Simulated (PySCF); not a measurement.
Positional isomers: propene boryl. Isolated molecules, 0 K electronic values unless said otherwise. One relaxed conformer stands for each flexible species; it need not be the lowest. Strings in code marks are SMILES.

Computed with PBE0-D4/def2-TZVP (PySCF 2.14.0). All candidates: neutral, multiplicity 1. Excitations are Tamm–Dancoff values on a coarser integration grid. The basis has no diffuse functions, so Rydberg states are missing or too high.

The S1 excitation (TDA) comes out as 5.14 eV, the brightest of the four lowest singlets (TDA) is 5.79 eV and the T1 excitation (TDA) comes out as 3.37 eV.

Problem. Say which member has these values.
A. `B/C=C/C`
B. `BCC=C`
C. `B/C=C\C`

Solution. C, `B/C=C\C`. The others give `BCC=C`: 4.72 eV, 7.36 eV, 4.34 eV; `B/C=C/C`: 5.41 eV, 6.04 eV, 3.53 eV
